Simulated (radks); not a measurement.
All-electron atom: N4+ in [He] 2s0.75 2p0.25 (fractional occupations, a model configuration). Calculated with a radial shooting solver on a logarithmic mesh with Libxc functionals: scalar-relativistic Kohn-Sham, OLYP, spin-polarised, spherical densities, finite nucleus; open shells are filled with parallel spins first; Fermi nuclear charge, rms radius 2.5582 fm.

Local quantities along the radius. ELF = 1/(1 + alpha^2) is the electron localisation function; alpha = (tau - tau_W)/tau_unif compares the Pauli kinetic energy density with that of the uniform gas (summed over spins); r v_xc is r times the local exchange-correlation potential of spin up (hartree bohr); s = |grad rho|/(2 (3 pi^2)^(1/3) rho^(4/3)) is the reduced gradient. tau is taken from the large components.

r (bohr),ELF,alpha,r v_xc,s
0.01064,1.000,0.0004336,-0.07340,0.4098
0.013,1.000,0.0004535,-0.08678,0.4129
0.01575,1.000,0.0004783,-0.1021,0.4171
0.01923,1.000,0.0005125,-0.1209,0.4229
0.02349,1.000,0.0005585,-0.1431,0.4303
0.02846,1.000,0.0006184,-0.1679,0.4394
0.03477,1.000,0.0007055,-0.1977,0.4515
0.04212,1.000,0.0008251,-0.2303,0.4661
0.05145,1.000,0.001010,-0.2685,0.4853
0.06284,1.000,0.001299,-0.3105,0.5100
0.07614,1.000,0.001752,-0.3538,0.5404
0.093,1.000,0.002573,-0.4005,0.5815
0.1127,1.000,0.004046,-0.4448,0.6334
0.1376,1.000,0.007194,-0.4869,0.7058
0.1681,1.000,0.01448,-0.5192,0.8053
0.2037,0.999,0.03239,-0.5322,0.9381
0.2488,0.992,0.08764,-0.5139,1.133
0.3015,0.934,0.2650,-0.4623,1.388
0.3682,0.541,0.9207,-0.4110,1.700
0.4497,0.125,2.649,-0.3345,1.830
0.5449,0.082,3.342,-0.2464,1.365
0.6656,0.303,1.516,-0.5113,0.7634
0.8064,0.754,0.5713,-0.6145,0.7386
0.985,0.912,0.3106,-0.6618,1.066
1.203,0.930,0.2752,-0.5568,1.624
1.458,0.895,0.3417,-0.3675,2.471
1.78,0.759,0.5639,-0.3563,4.018
2.157,0.412,1.194,-0.4497,7.095
2.635,0.070,3.647,-0.3719,14.86
3.218,0.004,16.77,-0.2042,37.08

On this mesh the ELF has minima near r = 0.50 bohr, which separate the shells, and maxima near 1.2 (0.93).
